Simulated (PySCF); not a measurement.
CH6N2Si.
SMILES: `C=N[SiH2]N`

Torsions of this conformer, `[CH2:1]=[N:2][SiH2:3][NH2:4]`: C1–N2–Si3–N4 -125°, H–N4–Si3–N2 77°, H–N4–Si3–N2 -64°.

The closed-shell ground state was solved at several levels (PySCF, density fitting, gas phase, non-relativistic). Geometry: PBE0-D3(BJ)/def2-SVP, one conformer, isolated molecule.

| level | basis functions | total energy (Eh) | HOMO (eV) | LUMO (eV) | gap (eV) | dipole (D) |
| --- | --- | --- | --- | --- | --- | --- |
| PBE0/STO-3G | 30 | -435.1248 | -3.66 | 3.05 | 6.71 | 0.92 |
| PBE0/IGLO-III | 209 | -440.5021 | -6.98 | -0.88 | 6.10 | 1.32 |
| mPW1PW91/pcSseg-2 | 235 | -440.7795 | -7.02 | -0.90 | 6.12 | 1.35 |
| LC-wPBE/pcSseg-2 | 235 | -440.6228 | -9.72 | 1.50 | 11.22 | 1.44 |
| PBE0/def2-TZVP | 166 | -440.4974 | -6.94 | -0.82 | 6.12 | 1.35 |

What might PBE0/aug-cc-pVDZ (150 basis functions) give for the same quantities?

Total energy -440.4384 Eh, HOMO -6.95 eV, LUMO -0.90 eV, gap 6.05 eV, dipole 1.28 D.

Over all these levels, which gives the widest orbital gap and which the narrowest?

LC-wPBE/pcSseg-2 (range-separated hybrid) has the widest, 11.22 eV, and PBE0/aug-cc-pVDZ (global hybrid, 25 % exact exchange) the narrowest, 6.05 eV. Functional and basis both differ between the two, so the spread mixes both effects.

How much does the basis alone move the frontier levels among the 4 PBE0 rows (the withheld one included)?

The HOMO by 3.32 eV and the LUMO by 3.95 eV. By rising basis size (HOMO, LUMO in eV): STO-3G -3.66, 3.05; aug-cc-pVDZ -6.95, -0.90; def2-TZVP -6.94, -0.82; IGLO-III -6.98, -0.88.

How far do the dipole and the HOMO energy spread over the levels?

The dipole runs from 0.92 to 1.44 D (mean 1.28 D) and the HOMO from -9.72 to -3.66 eV.
